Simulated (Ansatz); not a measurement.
System: C5H4F, charge -1, multiplicity 1. It need not be the lowest isomer of its formula. Whether it binds its extra electron was not tested at this geometry. 
Coordinates optimised at B3LYP-D3(BJ)/def2-TZVP (Ansatz, an electronic-structure program):
```
C
C 1 1.3478
H 1 1.0851 2 126.89
H 2 1.0866 1 126.64 3 0.00
C 2 1.4583 4 125.69 1 180.00
C 5 1.3415 2 117.20 4 -180.00
F 5 1.4021 6 126.18 2 -180.00
C 1 1.5202 3 126.95 2 180.00
H 8 1.0995 1 111.11 3 58.42
H 8 1.0995 9 105.25 1 120.37
```
Charge -1, spin multiplicity 1.

Basis-set convergence of Hartree-Fock and CCSD correlation energies (hartree) with Ansatz. Correlated levels leave the core frozen unless marked. Spin-orbit coupling is left out. Non-relativistic. This anion needs diffuse functions, which these sets lack.

The Hartree-Fock reference is unstable (checked in the largest basis), which strains HF and MP2. 

```json
[
 {"basis": "cc-pVDZ", "functions": "104", "E(HF)": "-291.00342", "E(corr, CCSD)": "-0.88240"},
 {"basis": "cc-pVTZ", "functions": "236", "E(HF)": "-291.09024", "E(corr, CCSD)": "-1.07664"},
 {"basis": "cc-pVQZ", "functions": "450", "E(HF)": "…", "E(corr, CCSD)": "…"}
]
```

Question: What belongs in the gaps?

Answer: 
- cc-pVQZ, E(HF): -291.11371
- cc-pVQZ, E(corr, CCSD): -1.14089
